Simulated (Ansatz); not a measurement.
Harmonic frequencies (cm⁻¹) at PBE0-D4/def2-TZVP from Ansatz: 31, 79, 126, 154, 162, 164, 199, 209, 482, 578, 630, 636, 649, 1053, 1120, 1128, 1368, 1462, 1479, 1512, 3017, 3077, 3091, 3573.

Each molecule was computed in one conformer, which needn't be the lowest.

Task: Which molecule is it?
A. `C[O][Hf]([OH])([OH])[SeH]`
B. `[OH][Hf]([OH])([OH])[SH]`
C. `C[NH][Hf]([F])([F])[F]`
D. `[NH2][Hf]([NH2])([NH2])[F]`

Result: C.
